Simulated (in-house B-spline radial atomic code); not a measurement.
## The krypton ion Kr⁸⁺: [Ar] 3d10

Computed with an all-electron radial atomic-structure program (B-spline basis): Dirac-Kohn-Sham wB97X, spherical fractional occupations, exact exchange averaged over the configuration, Fermi nucleus of rms radius 4.1884 fm.

Z_r = [3n² - l(l+1)]/(2<r>); Z_e = n√(-2ε); the last column is Slater's effective charge. Values are occupation-weighted means over j. An effective charge above Z reflects the relativistic contraction of the inner shells.

| shell | electrons | ε (eV) | <r> (bohr) | Z_r | Z_e | Slater |
| --- | --- | --- | --- | --- | --- | --- |
| 1s | 2 | -14340 | 0.04148 | 36.17 | 32.47 | 35.70 |
| 2s | 2 | -2020.5 | 0.1831 | 32.78 | 24.37 | 31.85 |
| 2p | 6 | -1802.6 | 0.1599 | 31.27 | 23.02 | 31.85 |
| 3s | 2 | -408.62 | 0.5272 | 25.61 | 16.44 | 24.75 |
| 3p | 6 | -338.56 | 0.5356 | 23.34 | 14.96 | 24.75 |
| 3d | 10 | -222.11 | 0.5395 | 19.46 | 12.12 | 14.85 |

The least bound orbital is 3d5/2 at -221.6 eV, and it is also the most diffuse (<r> = 0.5409 bohr).

Spin-orbit splittings of the orbital energies (j = l + 1/2 above j = l - 1/2 when positive): 2p 53.98 eV, 3p 8.087 eV, 3d 1.36 eV.

For the 1s electron the small component carries 1.71 % of the norm, the zero-frequency Breit interaction raises the level by 23.56 eV, self-energy by 12.54 eV, and vacuum polarisation lowers it by 1.304 eV.
